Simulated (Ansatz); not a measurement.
Si₆Mo⁻. The state is a doublet with charge -1. Geometry PBE-D4/def2-SVPD.

| atom | x (Å) | y (Å) | z (Å) |
| --- | --- | --- | --- |
| Mo1 | 0.981 | -0.380 | -0.358 |
| Si2 | 0.377 | 1.120 | 1.773 |
| Si3 | -0.799 | 1.219 | -1.554 |
| Si4 | 0.977 | 2.057 | -0.283 |
| Si5 | 0.502 | -1.213 | 1.882 |
| Si6 | -1.224 | -1.702 | 0.381 |
| Si7 | -0.814 | -1.101 | -1.841 |

In the def2 sets Mo takes a core potential; there is no spin–orbit coupling. The structure comes from a short search, and lower isomers may exist.

(1) Estimate the α-spin orbital energies around the gap (eV) in Ansatz with PBE-D4/def2-TZVPD, r2SCAN-D4/def2-TZVPD, PBE0-D4/def2-TZVPD, r2SCAN0-D4/def2-TZVPD.

Results:

(1) 
```tsv
orbital	PBE-D4/def2-TZVPD	r2SCAN-D4/def2-TZVPD	PBE0-D4/def2-TZVPD	r2SCAN0-D4/def2-TZVPD
HOMO−5	-2.06	-2.22	-2.91	-3.06
HOMO−4	-1.93	-2.13	-2.75	-2.87
HOMO−3	-1.93	-2.13	-2.75	-2.87
HOMO−2	-1.50	-1.71	-2.46	-2.63
HOMO−1	-1.50	-1.71	-2.46	-2.63
HOMO	-0.52	-0.85	-1.49	-1.71
LUMO	0.49	0.51	1.05	1.05
LUMO+1	0.54	0.57	1.13	1.15
LUMO+2	0.54	0.57	1.13	1.15
LUMO+3	1.00	1.07	1.68	1.71
LUMO+4	1.00	1.07	1.68	1.72
LUMO+5	1.74	1.83	2.36	2.39
β HOMO	-1.35	-1.49	-2.23	-2.31
β LUMO	0.52	0.65	1.22	1.24
```
